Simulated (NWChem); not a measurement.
# CH$_{4}$OZn; SMILES [CH3][Zn][OH]

```xyz
7

Zn     0.0170     0.0441     0.0070
C     -0.0037    -1.8834    -0.0094
H      0.9469    -2.2899    -0.3887
H     -0.8116    -2.2589    -0.6572
H     -0.1659    -2.2897     1.0011
O     -0.0836     1.8182    -0.0273
H      0.6902     2.2937     0.2877
```
Atoms are numbered in this order, from 1.

Computed with NWChem. Pople sets run with spherical d functions. STO-3G and 3-21G are far too small for this property and stand as cheap habits. The geometry was optimised at PBE0/def2-SVP. GIAO values for the isolated, static molecule; σ is the absolute isotropic shielding, δ = σ(reference) − σ with the isolated reference molecule computed at the same levels (13C: tetramethylsilane, 1H: tetramethylsilane, 17O: water).

| level | σ Zn1 (ppm) | δ C2 (ppm) | δ H3 (rotor mean) (ppm) | δ O6 (ppm) | δ H7 (ppm) | relative time |
|---|---|---|---|---|---|---|
| Hartree-Fock/6-31G* | 1918.1 | -19.3 | -0.64 | -8.5 | 0.22 | 4 |
| Hartree-Fock/STO-3G | -32946.9 | 13.3 | -15.80 | -66.8 | -20.41 | 1 |
| PBE/pcSseg-1 | 1519.8 | -17.8 | -0.16 | 17.8 | 0.48 | 4 |
| BHandHLYP/pcSseg-1 | 1643.2 | -22.0 | -0.31 | -14.6 | 0.12 | 6 |

The last column is a rough cost ratio, cheapest run = 1.
